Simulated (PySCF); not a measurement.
Exercise with solution: chemical shift, span and skew from a shielding tensor

boron oxyfluoride (BFO), SMILES O=BF. Atoms are numbered in the order given.

```xyz
3

F      0.0000     0.0000     1.2087
B      0.0000     0.0000    -0.0864
O      0.0000     0.0000    -1.3058
```
Charge 0, spin multiplicity 1.

Geometry optimised at PBE-D3(BJ)/def2-TZVP.

GIAO shieldings from B3LYP/pcSseg-2 in PySCF, non-relativistic, no solvent. The symmetric part of the tensor of F1 has the principal values 329.5, 329.5, 485.6 ppm. The same nucleus in CFCl3 has σ = 159.6 ppm at this level (PySCF, at its B3LYP-D3(BJ)/def2-TZVP geometry).

### Question
Work out the isotropic shielding, the ¹⁹F shift against CFCl3, the span and the skew.

### Answer

σ(iso) = (σ11 + σ22 + σ33)/3 = 381.5 ppm. δ = σ(ref) − σ(iso) = 159.6 − (381.5) = -221.9 ppm.
Span Ω = σ33 − σ11 = 156.1 ppm. Skew κ = 3(σ(iso) − σ22)/Ω = 1.00, an axial tensor. Tumbling in solution averages the tensor to δ; in a static solid the shielding alone would spread this spin-1/2 line over Ω.
